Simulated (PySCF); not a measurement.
# Scandium: highly charged ions in a basis for the neutral atom

Sc(12+) [He] 2s2 2p5, Sc(13+) [He] 2s2 2p4. Computed with PySCF 2.14 in x2c-TZVPall (6s5p4d1f, 48 functions), with the spin-free X2C one-electron Hamiltonian (Gaussian nucleus). No spin-orbit coupling, so a gap to NIST mixes the basis error with missing relativistic terms.

Changed run: basis of the neutral atom used for a highly charged ion. This setting is unsound on purpose.

| species | method | sound run (hartree) | changed run (hartree) | converged |
| --- | --- | --- | --- | --- |
| Sc(12+) | UHF | not run | -691.69812 | yes |
| Sc(12+) | M06-2X | not run | -692.07507 | yes |
| Sc(12+) | PBE | not run | -691.81868 | yes |
| Sc(13+) | UHF | not run | -663.71275 | yes |
| Sc(13+) | M06-2X | not run | -664.02764 | yes |
| Sc(13+) | PBE | not run | -663.78612 | yes |

Ionisation energy of Sc(12+):

```json
{"method": "UHF", "changed run (eV)": "761.52", "NIST (eV)": "757.7 ± 1"}
{"method": "M06-2X", "changed run (eV)": "763.21", "NIST (eV)": "757.7 ± 1"}
{"method": "PBE", "changed run (eV)": "762.80", "NIST (eV)": "757.7 ± 1"}
```

The contracted functions were made for the neutral atom and can be too rigid for a highly charged ion.
